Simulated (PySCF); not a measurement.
A species of formula C7H8OS has this rotational fingerprint, computed with PBE0-D3(BJ)/def2-SVP geometry optimisation, gas phase (PySCF 2.14.0):

* Rotational constants: A = 2005, B = 1417, C = 838.7 MHz
* Dipole components: |μa| = 2.25 D, |μb| = 1.17 D, |μc| = 0.00 D
* Inertial defect: -6.26 u·Å²
* κ: -0.01

Task: Which structure is it? (One computed conformer of each.)
A. `[CH3:1][S:2][c:3]1[cH:4][cH:5][c:6]([OH:7])[cH:8][cH:9]1` with C1–S2–C3–C4 2°, C5–C6–O7–H 0°
B. `[CH3:1][C:2](=[O:3])[c:4]1[s:5][cH:6][cH:7][c:8]1[CH3:9]` with C1–C2–C4–S5 0°
C. `[CH3:1][O:2][c:3]1[cH:4][cH:5][c:6]([SH:7])[cH:8][cH:9]1` with C1–O2–C3–C4 180°, C5–C6–S7–H 180° (4-methoxybenzenethiol)

Result: B. It is CC(=O)c1sccc1C, an asymmetric top, point group Cs. The candidates at the same level (rigid rotor, commonest isotopes):

| SMILES | A (MHz) | B (MHz) | C (MHz) | μa (D) | μb (D) | μc (D) | Δ (u·Å²) | point group | rotor |
| --- | --- | --- | --- | --- | --- | --- | --- | --- | --- |
| CSc1ccc(O)cc1 | 4132 | 762.1 | 646.2 | 0.05 | 2.63 | 0.00 | -3.31 | Cs | near-prolate asymmetric top |
| CC(=O)c1sccc1C | 2005 | 1417 | 838.7 | 2.25 | 1.17 | 0.00 | -6.26 | Cs | asymmetric top |
| COc1ccc(S)cc1 | 4828 | 691.3 | 607.0 | 1.57 | 1.93 | 0.00 | -3.25 | Cs | near-prolate asymmetric top |

`COc1ccc(S)cc1` has A 141 % too high; `CSc1ccc(O)cc1` has A 106 % too high. In the right answer the mirror of this Cs structure is the ab plane, so μc vanishes by symmetry. No structure here is proved a minimum.
